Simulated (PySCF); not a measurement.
**Bond curve of NaBr⁺**

Set-up: Na cc-pVDZ, Br cc-pVDZ-PP with ECP10; scalar-relativistic core potentials (PySCF 2.14). Energies in eV from Na⁺ + Br in their ground configurations at the same level. All curves are PBE0. state 1: ²Π (doublet), unpaired electrons π ↑; state 2: doublet, unpaired electrons σ ↑, a second solution, started from another occupation; state 3: ⁴Σ⁻ (quartet), unpaired electrons σ ↑, π ↑↑, a second solution, started from another occupation.

| R (Å) | state 1 | state 2 | state 3 |
| --- | --- | --- | --- |
| 2.592 | -0.2090 | 0.3464 | 7.4520 |
| 2.713 | -0.3004 | 0.2419 | 7.1938 |
| 2.833 | -0.3474 | 0.1722 | 6.9850 |
| 2.924 | -0.3626 | 0.1361 | 6.8538 |
| 3.014 | -0.3658 | 0.1099 | 6.7405 |
| 3.104 | -0.3604 | 0.0912 | 6.6426 |
| 3.225 | -0.3444 | 0.0745 | 6.5327 |
| 3.376 | -0.3163 | 0.0625 | 6.4238 |
| 3.557 | -0.2780 | 0.0554 | 6.3278 |
| 3.798 | -0.2278 | 0.0518 | 6.2470 |

Q: Put a parabola through the three lowest points of the state 1 curve and estimate Re, k and ωe (reduced mass 17.8 u; 1 eV/Å² = 0.16022 mdyn/Å; ωe = 1302.8·√(k/μ) cm⁻¹).

A: Through R = 2.924, 3.014, 3.104 Å the second-order coefficient is 0.531 eV/Å², so Re ≈ 3.002 Å, k ≈ 0.170 mdyn/Å and ωe ≈ 127 cm⁻¹. A polynomial fit of higher order to the unrounded PBE0 energies gives Re = 2.998 Å, k = 0.177 mdyn/Å, ωe = 130 cm⁻¹; anharmonicity and rounding make the difference.

The higher-order fit for each curve: state 1: Re = 2.998 Å, ωe = 130 cm⁻¹, De = 0.366 eV. State 2 gave no clean fit. State 3 gave no clean fit.

The bond is weak. Basis-set superposition, not corrected here, can be much of De in a small basis, most of all at correlated wavefunction levels. Spin–orbit coupling is left out. For an ion De counts to the pair picked by the measured ionisation energies or electron affinities, which need not be the lowest pair at this level. Counting both spins, an empty level lies below a filled one in some of these solutions, because spin and occupation are held. The state is the lowest determinant that a PBE0 search found; another state may lie lower at other levels.
